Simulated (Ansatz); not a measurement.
Relaxation of ClFH$_{5}$NOSZr (11 atoms, charge 0, multiplicity 1), to a largest force component of 0.03 eV/Å in at most 50 steps.

These are results of RKS B3LYP-D4/def2-SVP in Ansatz, not measurements.

```xyz
11
Properties=species:S:1:pos:R:3
Zr 0.166 -0.175 -0.082
Cl -0.007 -0.072 2.404
O 1.984 -0.542 -0.516
H 2.931 -0.584 -0.674
F -0.412 1.483 -0.858
N -0.846 -1.741 -0.851
H -0.471 -2.600 -1.254
H -1.862 -1.734 -0.950
S -3.418 0.201 0.943
H -3.658 -1.084 1.294
H -2.503 0.364 1.965
```

Q: Where does it end, and by what steps?

A: The forces met the threshold. The force dipped under the threshold on the way, but the program's further checks kept it going. After 35 steps the energy has fallen by 0.180 eV; H10 moved furthest, 1.44 Å. Joined: Zr1–S9 (3.75 → 3.10 Å).

```csv
step,energy less start (eV),largest force component (eV/Å),accepted
0,0.0000,0.830,yes
2,-0.0630,0.204,yes
4,-0.0764,0.118,yes
6,-0.1083,0.576,yes
8,-0.1240,0.074,yes
10,-0.1284,0.054,yes
12,-0.1343,0.318,yes
14,-0.1402,0.138,yes
16,-0.1474,0.497,yes
18,-0.1648,0.224,yes
20,-0.1676,0.167,yes
22,-0.1721,0.065,yes
24,-0.1747,0.196,yes
26,-0.1766,0.054,yes
28,-0.1779,0.148,yes
30,-0.1789,0.020,yes
32,-0.1788,0.110,no
34,-0.1793,0.034,no
35,-0.1796,0.014,yes
```

```xyz
11
Properties=species:S:1:pos:R:3
Zr -0.053 -0.370 0.124
Cl 0.067 -0.864 2.490
O 1.761 -0.478 -0.459
H 2.702 -0.412 -0.639
F -0.618 1.441 -0.264
N -0.878 -1.827 -1.033
H -0.327 -2.432 -1.642
H -1.861 -2.066 -1.136
S -3.061 -0.237 0.877
H -2.801 -0.355 2.198
H -3.028 1.114 0.906
```

Whether the end is a true minimum wasn't checked by a vibrational analysis.

Time of the run: 110 s on 4 threads of Arm Neoverse V2, with other jobs on the host, peak memory 0.38 GiB.
